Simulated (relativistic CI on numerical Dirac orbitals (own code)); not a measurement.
**Hf44+: sensitivity of the levels to the model**

Base calculation: Dirac-Coulomb-Breit CI, KLI orbitals optimised for each configuration, model QED (radiative potential, 1s self-energy scaled to tabulated hydrogen-like ionisation energies), unscaled Slater integrals.

Configuration list (outside the closed core [Ne]): 3s²3p⁶3d¹⁰, 3s²3p⁶3d⁹4s, 3s²3p⁶3d⁹4p, 3s²3p⁶3d⁹4d, 3s²3p⁵3d¹⁰4s, 3s²3p⁶3d⁹4f, 3s²3p⁵3d¹⁰4p, 3s²3p⁶3d⁸4s², 3s²3p⁵3d¹⁰4d, 3s²3p⁶3d⁸4s4p, 3s3p⁶3d¹⁰4s, 3s²3p⁶3d⁹5s, 3s²3p⁶3d⁸4p², 3s²3p⁵3d¹⁰4f, 3s²3p⁶3d⁸4s4d, 3s²3p⁶3d⁹5p. Levels of other configurations are missing.

The lowest level and the first level of each name with at least 55 % of one term (blank where a level has no safe partner in the second run):

```tsv
Level	Base (eV)	Shift (eV)
3s²3p⁶3d¹⁰ ¹S0	0.00	0.00
3s²3p⁶3d⁹4s ³D3	1448.50	+0.25
3s²3p⁶3d⁹4s ¹D2	1450.30	+0.22
3s²3p⁶3d⁹4s ³D1	1506.69	+0.23
3s²3p⁶3d⁹4s ³D2	1507.86	+0.16
3s²3p⁶3d⁹4p ³F°2	1598.51	+0.12
3s²3p⁶3d⁹4p ³F°4	1629.29	+0.16
3s²3p⁶3d⁹4p ¹P°1	1632.31	+0.62
3s²3p⁶3d⁹4p ³D°3	1634.27	0.00
3s²3p⁶3d⁹4p ³P°0	1684.28	+0.49
3s²3p⁶3d⁹4d ¹P1	1787.62	+0.57
3s²3p⁶3d⁹4d ³G5	1789.13	+0.02
3s²3p⁶3d⁹4d ³D3	1792.96	+0.10
3s²3p⁶3d⁹4d ³F4	1794.79	-0.06
3s²3p⁶3d⁹4d ³P0	1807.48	+0.42
3s²3p⁶3d⁹4d ³G3	1829.02	-0.02
3s²3p⁶3d⁹4d ³F2	1834.63	-0.01
3s²3p⁶3d⁹4d ¹S0	1874.36	+4.31
3s²3p⁵3d¹⁰4s ³P°2	1878.70	-0.77
3s²3p⁵3d¹⁰4s ¹P°1	1881.80	-0.49
3s²3p⁶3d⁹4f ³P°0	1932.52	+0.41
3s²3p⁶3d⁹4f ³P°1	1935.30	+0.31
```

At this charge energies of transitions that change n are usually good to better than 1 %, and those within a shell (Δn = 0) to a few per cent.

Q: One thing was changed in a second run, which moved the levels as shown. Which?
A. Breit term removed
B. QED terms removed
C. configuration mixing switched off

A: C. Configuration mixing switched off. Without mixing, levels that were pushed by configurations of the same parity and J return to their single-configuration places.

LS names give the leading component of a level, which can be under half, so a name can repeat, a term be missing and a line seem to break the LS rules.
